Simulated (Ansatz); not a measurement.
Input file for Ansatz (an electronic-structure program): R-r2SCAN/def2-TZVPPD on ClH3Si (SMILES [SiH3]Cl) with ghost functions. Files ending in .json are basis or fitting sets from the Basis Set Exchange.

Ansatz 0.2 input:
```yaml
crystal:
  periodic: [false, false, false]
  atoms:
    - {symbol: Si, position_ang: [1.18889443, -0.72646007, 3.49388279]}
    - {symbol: Cl, position_ang: [0.12210764, 1.04505338, 3.47676132]}
    - {symbol: H, position_ang: [2.15096449, -0.70233147, 2.37616180]}
    - {symbol: H, position_ang: [0.23966863, -1.84421616, 3.33644993]}
    - {symbol: H, position_ang: [1.89668443, -0.82503047, 4.78515571]}
basis:
  gaussian:
    orbitals: def2-TZVPPD.json
    ghost_atoms:
      - {symbol: As, position_ang: [-1.06260282, 0.09698806, 0.03373008]}
      - {symbol: H, position_ang: [-1.29127720, -0.99052398, 1.07702425]}
      - {symbol: H, position_ang: [0.45066429, 0.01749781, 0.19945999]}
      - {symbol: H, position_ang: [-1.04474401, -0.92352515, -1.10251459]}
hamiltonian:
  xc: {name: r2SCAN}
scf: {lower_state_search: off}
```

The head of its log:

```
Functional definition: r2SCAN
[...]
these checks for a lower state are left out or cut short: stability, starts, cluster_reference, orbital_swaps, neighbouring_geometries, increment
integrals: 0.23 GiB planned
1361 factors; their error is unknown
mean field: 1.30 GiB planned
mean field evaluation 1: about -20448.7622 eV, gradient 1.4e1 eV
mean field evaluation 2: about -20449.0658 eV, gradient 1.1e1 eV
```

Problem. Predict the final total energy.

Solution. -751.4978 hartree.
